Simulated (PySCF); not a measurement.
## State search for SeH⁺

Unrestricted PBE0; PySCF, spin-free X2C with a Gaussian nucleus, basis sets H jorge-DZP-DKH, Se jorge-DZP-DKH. Outer shells of the fragments: H 1s1; Se+ 3d10 4s2 4p3.

Followed along the bond (rough minima from three points):

```json
{"2Ms+1": "3", "unpaired": "π ↑↑", "⟨S²⟩ at the start": "2.00", "R at minimum (Å)": "1.48", "Te (eV)": "0.00"}
{"2Ms+1": "1", "unpaired": "π ↑↓", "⟨S²⟩ at the start": "1.00", "R at minimum (Å)": "1.48", "Te (eV)": "0.51"}
{"2Ms+1": "5", "unpaired": "σ ↑↑, π ↑↑", "⟨S²⟩ at the start": "6.00", "R at minimum (Å)": "none in the scan", "Te (eV)": "≤ 6.64"}
```

Solutions found at the starting distance of 1.535 Å, counted from the lowest of them; the search is not exhaustive and high or unbound solutions are not listed, so other states can lie among these:

```csv
2Ms+1,unpaired,term,E (eV),⟨S²⟩,⟨Lz²⟩,μ (D)
3,π ↑↑,³Σ⁻,0.00,2.00,0.00,-1.57
1,π ↑↓,mixed,0.51,1.00,2.00,-1.57
1,none,mixed,1.77,0.00,2.00,-1.58
3,"σ ↑, π ↑",³Π,3.83,2.00,1.00,-2.26
1,"σ ↓, π ↑",mixed,4.17,1.01,1.00,-2.34
5,"σ ↑↑, π ↑↑",⁵Σ⁻,7.73,6.00,0.00,0.71
```

A term symbol is given only where ⟨S²⟩ and ⟨Lz²⟩ are close to those of a pure state; real π, δ and φ orbitals otherwise mix terms. A positive dipole points towards Se; it is taken about the centre of mass and depends on that origin.

Spin–orbit coupling is left out. Counting both spins, an empty level lies below a filled one in some of these solutions, because spin and occupation are held.
